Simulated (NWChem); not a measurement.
## What triplet C2H6Te costs in NWChem

The species is C2H6Te (9 atoms), meant as a triplet with charge 0. SMILES of the parent species: `C[Te]C`. The shape is that of a PBE0-D4/def2-TZVP optimisation. That shape belongs to the parent species and isn't relaxed for this state.

```xyz
9

C    -0.7772    1.0191   -0.8912
Te    1.2436    0.3715   -0.6460
C     0.7821   -1.0339    0.8952
H    -1.3996    0.1800   -1.1962
H    -0.7815    1.7785   -1.6723
H    -1.1419    1.4516    0.0385
H     0.0941   -1.7865    0.5148
H     1.7165   -1.5104    1.1894
H     0.3526   -0.5162    1.7507
```

Program: NWChem 7.3.0. Hardware: 1 thread of AMD EPYC 9R45 (Zen 5), shared host, so times are rough. Two-electron integrals are exact unless an approximation is named.

Estimate their order by wall time, quickest first.
A. energy at UHF/3-21G
B. energy at UB3LYP/def2-SVP (core potential), grid xfine
C. energy of the doublet cation at UHF/def2-SVP (core potential)

A (5.4 s), C (16 s), B (41 s).
